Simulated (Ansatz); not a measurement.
## Abstraction of H: C2HF3Si + B2NH4 → Si(CC)F3 + B2NH5

Gas-phase species: C2HF3Si `C#C[Si](F)(F)F`, singlet; B2NH4 `B[N]B`, doublet; Si(CC)F3, doublet; B2NH5 `BNB`, singlet. A radical takes H: the energy is the difference in strength between the C–H bond broken and the N–H bond made.

Shapes, held fixed at every level: PBE0-D4/def2-TZVP. Programs: Ansatz 0.2.0. The zero-point and thermal change to 298 K, harmonic and unscaled (PBE0-D4/def2-TZVP), is +11.2 kJ/mol.

Estimate ΔH(298 K) of this reaction.

B2PLYP/def2-TZVPP gives ΔH(298 K) = +148.5 kJ/mol; the levels span +101.4 to +164.4. The median of the levels is +149.0. No measured value is set beside it here. Spin contamination: Si(CC)F3 (⟨S²⟩ up to 1.18). Open shells run unrestricted. Times are processor times on shared x86 and Arm servers, and rough.

| level | kind | ΔH(298 K) (kJ/mol) | CPU time (sum over the molecules) |
| --- | --- | --- | --- |
| HF/def2-TZVPP | Hartree–Fock | +101.4 | – |
| PBE-D4/def2-TZVPP | GGA | +164.4 | 28 s |
| r2SCAN-D4/def2-TZVPP | meta-GGA | +155.6 | 48 s |
| BHLYP-D4/def2-TZVPP | global hybrid | +150.1 | 36 s |
| r2SCAN0-D4/def2-TZVPP | global hybrid | +144.8 | 53 s |
| wB97M-V/def2-TZVPP | range-separated hybrid | +149.4 | 2.8 min |
| wB97X-V/def2-TZVPP | range-separated hybrid | +148.5 | 2.1 min |
| B2PLYP/def2-TZVPP | double hybrid | +148.5 | 57 s |
